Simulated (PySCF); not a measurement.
From a computed spectrum to the compound

A species of 10 atoms with charge 3 has these harmonic modes (PBE, small Gaussian bases with core potentials, PySCF 2.14.0):

```tsv
cm⁻¹	km/mol	symmetry
-10	–	a2
78	5.3	e
78	5.3	e
99	0.0	a1
125	0.0	e
125	0.0	e
373	0.0	a1
390	21.8	e
390	21.8	e
583	0.0	a2
615	118.2	e
615	118.2	e
635	3.0	e
635	3.0	e
657	1073.7	a2
1624	177.5	e
1624	177.5	e
1629	0.0	a1
3443	833.8	e
3443	833.8	e
3462	0.0	a1
3480	5.9	a2
3483	597.3	e
3483	597.3	e
```

(1) Which species is it, and in which structure?

## Answers

(1) [Pr(H2O)3]3+ (singlet in the valence; each metal's 4f electrons, 2 of them, lie in its core potential, out of spins and levels):
```xyz
10

Pr    0.0000    0.0000    0.0000
O     2.3633    0.0000    0.0000
H     2.9870    0.7769    0.0555
H     2.9870   -0.7769   -0.0555
O    -1.1817    2.0467    0.0000
H    -2.1663    2.1983    0.0555
H    -0.8206    2.9752   -0.0555
O    -1.1817   -2.0467    0.0000
H    -0.8207   -2.9752    0.0555
H    -2.1663   -2.1983   -0.0555
```
 Negative wavenumbers this small are taken as noise. An lcecp potential fixes the number of 4f electrons, so in runs with it no electron can move into or out of that shell.
 The answer isn't unique; the calculation gave this one.
